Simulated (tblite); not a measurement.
C6H9FSSi.
Numbering: `[CH:1]#[C:2][C@@H:3]1[CH2:4][S:5][CH2:6][C@H:7]([F:8])[SiH2:9]1` (hydrogens: H10 on C1; H11 on C3; H12, H13 on C4; H14, H15 on C6; H16 on C7; H17, H18 on Si9)

The geometry is computed with GFN2-xTB (gas phase).

Some entries are withheld.

| coordinate | value |
| --- | --- |
| C1≡C2 | ? |
| C2–C3 | ? |
| C3–C4 | 1.530 Å |
| C4–S5 | ? |
| S5–C6 | ? |
| C6–C7 | 1.521 Å |
| C7–F8 | 1.393 Å |
| C7–Si9 | 1.924 Å |
| C3–Si9 | 1.919 Å |
| C1–H10 | 1.049 Å |
| C3–H11 | 1.096 Å |
| C4–H12 | 1.091 Å |
| C4–H13 | 1.091 Å |
| C6–H14 | 1.091 Å |
| C6–H15 | 1.091 Å |
| C7–H16 | 1.096 Å |
| Si9–H17 | 1.460 Å |
| Si9–H18 | 1.464 Å |
| C1–C2–C3 | 178.4° |
| C2–C3–C4 | ? |
| C2–C3–Si9 | 110.2° |
| C4–C3–Si9 | 111.6° |
| C3–C4–S5 | 112.5° |
| C4–S5–C6 | ? |
| S5–C6–C7 | 110.7° |
| C6–C7–F8 | 108.5° |
| C6–C7–Si9 | ? |
| F8–C7–Si9 | 108.5° |
| C3–Si9–C7 | 105.0° |

Estimate the withheld lengths and angles.

- C1≡C2 = 1.197 Å, drawn triple (terminal alkyne carbon to alkyne carbon); 0.18 Å below the sum of covalent radii, 1.38 Å.
- C2–C3 = 1.445 Å, drawn single (alkyne carbon to sp3 carbon bound to silicon); equal to the sum of covalent radii, 1.45 Å.
- C4–S5 = 1.821 Å, drawn single (sp3 carbon bound to sulfur to sulfide sulfur); 0.01 Å above the sum of covalent radii, 1.81 Å.
- S5–C6 = 1.815 Å, drawn single (sulfide sulfur to sp3 carbon bound to sulfur); 0.01 Å above the sum of covalent radii, 1.81 Å.
- C2–C3–C4 = 109.7°, at the sp3 carbon bound to silicon; the outer atoms are 2.434 Å apart.
- C4–S5–C6 = 100.0°, at the sulfide sulfur, inside a 6-membered ring; the outer atoms are 2.786 Å apart.
- C6–C7–Si9 = 112.8°, at the sp3 C–F carbon, inside a 6-membered ring; the outer atoms are 2.878 Å apart.

Radii are Cordero's, carbon taken as 0.76, 0.73 or 0.69 Å for four, three, and two or fewer neighbours.

Its GFN2-xTB frequencies are all real (lowest 56 cm⁻¹). The numbers are those of one conformer (C2–C3–C4–S5 174°, C3–C4–S5–C6 71°, C4–S5–C6–C7 -71°, S5–C6–C7–F8 -175°).
